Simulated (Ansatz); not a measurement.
Start from `NC#C[SiH2][SiH3]` and change one atom or group to get `NC#CO`.

Ansatz, PBE0-D4/def2-TZVP geometries, multiplicity 1. Each molecule was computed in one conformer, which needn't be the lowest.

```json
{"property": "HOMO energy (ωB97M-V/def2-TZVPP) / eV", "`NC#C[SiH2][SiH3]`": "-8.84"}
{"property": "HOMO–LUMO gap (PBE/def2-TZVPP) / eV", "`NC#C[SiH2][SiH3]`": "4.54"}
{"property": "zero-point energy (PBE0-D4/def2-TZVP) / kJ/mol", "`NC#C[SiH2][SiH3]`": "204.9"}
{"property": "LUMO energy (B3LYP/def2-TZVPP) / eV", "`NC#C[SiH2][SiH3]`": "-0.21"}
{"property": "size of the dipole moment (B3LYP/def2-TZVPP) / D", "`NC#C[SiH2][SiH3]`": "3.00"}
{"property": "HOMO–LUMO gap (PBE0/def2-TZVPP) / eV", "`NC#C[SiH2][SiH3]`": "6.63"}
```

Question: What does the change do to each property? (Estimate.)

Answer: The calculation gave: 
```
                                        property  `NC#CO`  shift
           HOMO energy (ωB97M-V/def2-TZVPP) / eV    -8.35   0.49
             HOMO–LUMO gap (PBE/def2-TZVPP) / eV     4.67   0.13
  zero-point energy (PBE0-D4/def2-TZVP) / kJ/mol    131.9  -73.0
             LUMO energy (B3LYP/def2-TZVPP) / eV     0.33   0.54
size of the dipole moment (B3LYP/def2-TZVPP) / D     0.78  -2.22
            HOMO–LUMO gap (PBE0/def2-TZVPP) / eV     6.86   0.23
```

With PBE0 the HOMO rises by 0.55 eV and the LUMO rises by 0.78 eV, so the gap widens by about 0.23 eV. PBE moves the HOMO by 0.64 eV and ωB97M-V by 0.49 eV. The zero-point energy changes by -73.0 kJ/mol with -15 modes. Dipoles are sizes alone; their direction can turn.

B3LYP here is the variant with VWN-RPA as its local correlation; programs differ in this.
